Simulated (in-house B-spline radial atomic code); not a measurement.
**Ionising Ni VIII (Ni7+) with different functionals**

Computed with a radial B-spline atomic code at the basis-set limit: scalar-relativistic (spin-free X2C) Hamiltonian, Fermi nucleus of rms radius 3.7757 fm, spin-polarised at highest spin, spherical fractional occupations for the functionals, and exact exchange of hybrids averaged over the configuration. The ionisation energy is the difference of two self-consistent energies, [Ar] 3d3 → [Ar] 3d2, without Breit or QED terms; ε is the level of the shell that loses the electron (its least bound occupied spin orbital).

| method | rung | ΔSCF (eV) | -ε(3d) (eV) |
| --- | --- | --- | --- |
| PBE0 | global hybrid | ? | ? |
| B3LYP | global hybrid | 162.81 | 151.56 |
| TPSSh | global hybrid | 162.55 | 149.72 |
| BHandHLYP | global hybrid | ? | ? |
| r2SCAN0 | global hybrid | 162.92 | 152.64 |
| B97-1 | global hybrid | 162.66 | 151.58 |
| HSE06 | range-separated hybrid | 162.63 | 151.79 |
| wB97X | range-separated hybrid | 162.35 | 154.16 |
| CAM-B3LYP | range-separated hybrid | 162.76 | 153.58 |
| LC-wPBE | range-separated hybrid | 162.66 | 153.95 |

(1) What does PBE0 give?

(2) What does BHandHLYP give?

(3) Among the functionals, which spreads more, the ΔSCF values or the orbital energies?

(4) How do they compare with the NIST value?

Answers

(1) ΔSCF 162.72 eV, and -ε(3d) = 152.30 eV.

(2) ΔSCF 162.66 eV, and -ε(3d) = 156.29 eV.

(3) The orbital energies: ΔSCF values span about 0.57 eV and the orbital energies 6.57 eV; here energy differences depend much less on the functional than eigenvalues do.

(4) NIST lists 162 eV ± 2.1 (tabulated theory, ground level to ground level). Errors run from +0.35 to +0.92 eV; all lie within about twice that uncertainty, so the table can't rank the methods.
